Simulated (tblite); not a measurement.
Isomers of C5H9ClOSi. Calculated harmonic vibrations of the isolated species, GFN2-xTB (tblite), most abundant isotopes, no scaling. The method is semi-empirical: single wavenumbers can be off by several per cent or more. Modes of hydrogen on silicon can be 10 to 20 % off. One conformer each.

Electronic energies: GFN2-xTB at the same geometries; isomer energies are rough at this level and their order can be wrong.

```json
{"SMILES": "CCOC1=C[SiH2][C@H]1Cl", "electronic energy, lowest = 0 (kcal/mol)": "25.4"}
{"SMILES": "O=C(Cl)[C@H]1C[C@H]([SiH3])C1", "electronic energy, lowest = 0 (kcal/mol)": "2.0"}
{"SMILES": "C[Si@@H]1C=CO[C@H]1CCl", "electronic energy, lowest = 0 (kcal/mol)": "16.3"}
{"SMILES": "O=C[C@@H]1C[SiH2][C@H](Cl)C1", "electronic energy, lowest = 0 (kcal/mol)": "6.4"}
{"SMILES": "C=CCC(=O)[SiH2]CCl", "electronic energy, lowest = 0 (kcal/mol)": "37.3"}
{"SMILES": "CO[SiH2]/C=C/C=C\\Cl", "electronic energy, lowest = 0 (kcal/mol)": "0.0"}
```

**Question.** How do GFN2-xTB zero-point energies change the relative energies?

**Answer.** 
```csv
SMILES,ZPE (kcal/mol),of it from modes above 1550 cm⁻¹,electronic (kcal/mol),"with ZPE, lowest = 0 (kcal/mol)",lowest mode (cm⁻¹),rings
CO[SiH2]/C=C/C=C\Cl,76.7,41.2,0.0,0.0,23,0
O=C(Cl)[C@H]1C[C@H]([SiH3])C1,77.4,38.1,2.0,2.7,32,1
O=C[C@@H]1C[SiH2][C@H](Cl)C1,79.0,38.6,6.4,8.7,32,1
C[Si@@H]1C=CO[C@H]1CCl,79.5,40.1,16.3,19.1,51,1
CCOC1=C[SiH2][C@H]1Cl,78.0,38.9,25.4,26.7,32,1
C=CCC(=O)[SiH2]CCl,76.5,41.8,37.3,37.1,13,0
```

The zero-point energies span 3.0 kcal/mol, from `C=CCC(=O)[SiH2]CCl` to `C[Si@@H]1C=CO[C@H]1CCl`. The order is unchanged.

**Question.** What do entropy and thermal enthalpy add at 298.15 K and 1 bar (rigid rotor, harmonic oscillator, one conformer each)?

**Answer.** 
| SMILES | point group | symmetry number | S (cal/(mol K)) | H − H(0) (kcal/mol) | ZPE + H − H(0) − TS (kcal/mol) |
| --- | --- | --- | --- | --- | --- |
| O=C(Cl)[C@H]1C[C@H]([SiH3])C1 | C1 | 1 | 100.2 | 6.69 | 54.2 |
| O=C[C@@H]1C[SiH2][C@H](Cl)C1 | C1 | 1 | 94.1 | 6.24 | 57.1 |
| C[Si@@H]1C=CO[C@H]1CCl | C1 | 1 | 98.1 | 6.71 | 57.0 |
| CCOC1=C[SiH2][C@H]1Cl | C1 | 1 | 100.0 | 6.91 | 55.1 |

Not tabulated: `CO[SiH2]/C=C/C=C\Cl` (lowest mode only 23 cm⁻¹); `C=CCC(=O)[SiH2]CCl` (lowest mode only 13 cm⁻¹).
